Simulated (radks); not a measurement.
Q: Species: Xe III. Configuration: [Kr] 4d10 5s1 5p4 6s1 (not the ground configuration). Method: Dirac Kohn-Sham, exchange-only PBE, spin-unpolarised, spherical densities, finite nucleus; open shells are shared between the two j in proportion to 2j + 1; Fermi nuclear charge, rms radius 4.7859 fm; computed with a radial shooting solver on a logarithmic mesh with Libxc functionals. Some entries of the table are withheld. Estimate them.

orbital,occ.,eigenvalue (eV),<r^2> (bohr^2)
1s1/2,2,-34372.65,0.0009638
2s1/2,2,-5370.147,0.01543
2p1/2,2,-5047.224,0.01139
2p3/2,4,-4722.540,0.01267
3s1/2,2,-1119.346,0.1072
3p1/2,2,-985.0945,0.1020
3p3/2,4,-923.4303,0.1099
3d3/2,4,-687.1258,0.09195
3d5/2,6,-674.0909,0.09425
4s1/2,2,-223.4175,0.5796
4p1/2,2,-175.8686,0.6325
4p3/2,4,-163.5368,0.6802
4d3/2,4,(1),0.8749
4d5/2,6,(2),0.8962
5s1/2,1,-42.7478,3.445
5p1/2,1.33333,-30.7210,(3)
5p3/2,2.66667,-29.0426,(4)
6s1/2,1,-12.8166,18.59

A: 
(1) 4d3/2 eigenvalue (eV): -86.5523
(2) 4d5/2 eigenvalue (eV): -84.5505
(3) 5p1/2 <r^2> (bohr^2): 4.431
(4) 5p3/2 <r^2> (bohr^2): 4.770
